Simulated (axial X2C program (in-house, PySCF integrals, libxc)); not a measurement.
Values are calculated unless marked as measured or tabulated.
## TeP: input and output

Program: an in-house relativistic program for diatomic molecules.

Input file and command:
```json
{"zs": [52, 15], "q": 0, "bas": ["dyall-cv3z", "dyall-v3z"], "levels": ["PBE0", "HF", "BLYP"], "cc": true, "r0": 2.3, "thr": -2.0, "nmax": 110, "npts": 10, "nst": 2, "ntry": 8}
```
```bash
python so2c.py task.json out
```

Keys: zs atomic numbers; q charge; bas basis sets; levels methods; cc coupled cluster on or off; r0 starting distance in Å; thr threshold in hartree for freezing inner shells (an s shell follows its p shell); nmax most natural virtual spinors; npts points on the curve; nst determinants followed; ntry starts of the search. HF also brings MP2.

Output of the HF step, without spin–orbit coupling, at R = 2.255 Å for the state M_S = 1/2, Λ = 1. It starts from PBE0 orbitals of this distance.

```
spin-free X2C-1e  HF
basis functions 170  fitting functions 922  grid points 5080
iter        total energy     max residual
   1      -7132.470720584     2.40e-01
   2      -7132.496394517     5.72e-03
   3      -7132.498081135     4.52e-03
   4      -7132.498982573     3.90e-03
   5      -7132.499802260     3.69e-03
   6      -7132.500507043     4.14e-03
   7      -7132.499822992     3.86e-03
   8      -7132.495375805     2.12e-03
   9      -7132.494833899     1.50e-03
  10      -7132.494726540     6.61e-04
  11      -7132.494704207     2.67e-04
  12      -7132.494691309     1.66e-04
  13      -7132.494683586     2.07e-04
  14      -7132.494688626     2.23e-04
  15      -7132.494681545     1.11e-04
  16      -7132.494680666     3.07e-05
  17      -7132.494680570     1.05e-05
  18      -7132.494680567     3.13e-06
  19      -7132.494680565     1.96e-06
converged
one-electron -10158.25045930  Coulomb 3040.22418406  exact exchange -197.50974658  xc functional 0.00000000  nuclear repulsion 183.04134125
correlated 21  virtual 217  natural virtual 110  E(MP2) -0.762976662  MP2 remainder -0.067787597
iter   CCSD correlation   residual
   1     -0.643430318   1.95e-01
   2     -0.662886578   8.41e-02
   3     -0.668077342   3.82e-02
   4     -0.667929069   2.07e-02
   5     -0.668561113   1.34e-02
   6     -0.668904809   7.13e-03
   7     -0.668962611   3.85e-03
   8     -0.669055609   1.75e-03
   9     -0.669028481   8.46e-04
  10     -0.669043680   3.37e-04
  11     -0.669040466   1.88e-04
  12     -0.669042836   1.10e-04
  13     -0.669042718   5.34e-05
  14     -0.669042661   2.20e-05
  15     -0.669042789   8.09e-06
  16     -0.669042861   2.88e-06
  17     -0.669042881   1.44e-06
(T) -0.026842135  T1 0.0454  D1 0.1836  max T2 0.113
```
Energies are in hartree; totals compare only within one Hamiltonian and basis. T1 is large, a sign of multireference character or of a spin-contaminated reference. Where the energy jumps back up, the SCF was restarted by another method. T1 in the output is the amplitude norm over the root of the electron number; divide by √2 for the Lee–Taylor value. The determinant is spin-polarised beyond a pure state at some levels (its spin-free form has ⟨S²⟩ too high), which makes Re and μ there less reliable.
